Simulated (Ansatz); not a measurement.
Geometry optimisation, RKS B3LYP/6-31G* (Ansatz).

Input:

```yaml
crystal:
  periodic: [false, false, false]
  atoms:
    - { symbol: C, position_ang: [-0.7383, -0.4446, 1.4106] }
    - { symbol: Si, position_ang: [0.4566, -0.0935, 0.0604] }
    - { symbol: "N", position_ang: [0.3501, -1.3512, -1.1145] }
    - { symbol: C, position_ang: [0.2967, 1.623, -0.7179] }
    - { symbol: O, position_ang: [-0.2724, 1.675, -1.8477] }
    - { symbol: H, position_ang: [-0.7143, 0.375, 2.1826] }
    - { symbol: H, position_ang: [-0.6056, -1.3755, 1.869] }
    - { symbol: H, position_ang: [-1.768, -0.3569, 0.9957] }
    - { symbol: H, position_ang: [1.8252, -0.1702, 0.6802] }
    - { symbol: H, position_ang: [-0.4553, -1.2028, -1.6372] }
    - { symbol: H, position_ang: [1.1373, -1.224, -1.7406] }
    - { symbol: H, position_ang: [0.5649, 2.4905, -0.1065] }
basis:
  gaussian: { orbitals: "6-31G*" }
hamiltonian:
  xc: b3lyp
relax:
  f_tol: 0.015
  max_steps: 40
```

Command:

```bash
$ ansatz run input.yaml --threads 1 --pin off --max-ram 2048MiB --backend cpu --events-out ev --progress --plain --runs-dir out
```

Task: Where does it end, and by what steps?

Result: The run converged. After 11 steps the energy has fallen by 0.483 eV; H11 moved furthest, 0.25 Å.

```csv
step,energy less start (eV),largest force component (eV/Å),accepted
0,0.0000,3.107,yes
1,-0.1322,3.027,yes
2,-0.2011,4.057,yes
3,-0.4391,0.845,yes
4,-0.4585,0.460,yes
5,-0.4762,0.673,yes
6,-0.4817,0.172,yes
7,-0.4825,0.083,yes
8,-0.4829,0.039,yes
9,-0.4830,0.022,yes
10,-0.4831,0.020,yes
11,-0.4832,0.008,yes
```

```xyz
12
Properties=species:S:1:pos:R:3
C -0.781 -0.373 1.394
Si 0.508 -0.110 0.048
N 0.398 -1.353 -1.155
C 0.235 1.678 -0.649
O -0.298 1.880 -1.728
H -0.728 0.410 2.159
H -0.627 -1.340 1.885
H -1.796 -0.363 0.980
H 1.892 -0.150 0.601
H -0.468 -1.434 -1.677
H 1.183 -1.465 -1.787
H 0.559 2.563 -0.036
```

Run time: 43 s on 1 thread of Intel(R) Xeon(R) 6975P-C (Granite Rapids), on a shared host, peak memory 0.21 GiB.
